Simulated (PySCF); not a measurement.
Ge(GeH3)H3.
Bonds: Ge1–Ge2. Hydrogens: H6, H7, H8 on Ge1; H3, H4, H5 on Ge2.

Computed, not measured: PBE0-D3(BJ)/def2-SVP geometry optimisation, gas phase in PySCF 2.14.0.

Problem. List the bond lengths and angles at this level.

Solution. 
| bond | length (pm) |
| --- | --- |
| Ge1–Ge2 | 242.2 |
| Ge1–H6 and 5 like bonds | 154.0 |

Bonds in one row agree within 1 pm and their mean is given. A selection of angles:
| angle | degrees |
| --- | --- |
| Ge2–Ge1–H6 | 110.3 |
| H6–Ge1–H7 | 108.6 |

Ge1 (germanium bonded to Ge and 3 H) is tetrahedral (angles from 108.6° to 110.4°).

Point group: near D3d, missed by 0.11 Å at most; the miss may be what the optimiser left on a soft mode (D3 holds within 0.08 Å). Stationary, but not proved a minimum.

Time: 18 s. Hardware: one thread, x86-64 server, no GPU (shared host). This is the geometry optimisation.


Species: Sn(SH)H3.
Bonds: Sn1–S2. Hydrogens: H4, H5, H6 on Sn1; H3 on S2.

Level of theory: PySCF 2.14.0, PBE0-D3(BJ)/def2-SVP geometry optimisation, gas phase, def2 core potentials past Kr.

(1) Give the optimised bond lengths and angles.

Results:

(1) 
```csv
bond,length (bohr)
Sn1–S2,4.586
"Sn1–H4, Sn1–H5, Sn1–H6",3.234
S2–H3,2.554
```

Bonds in one row agree within 0.02 bohr and their mean is given. A selection of angles:
```csv
angle,degrees
S2–Sn1–H4,104.5
S2–Sn1–H5,109.6
H4–Sn1–H5,111.2
H5–Sn1–H6,110.3
Sn1–S2–H3,94.0
```

Sn1 (tin bonded to S and 3 H) is distorted tetrahedral (angles from 104.5° to 111.2°).

PBE0-D3(BJ)/def2-SVP frequencies: not computed here.

Hardware: x86-64 server, one thread (shared host). Cost: 13 s wall. This is the geometry optimisation.
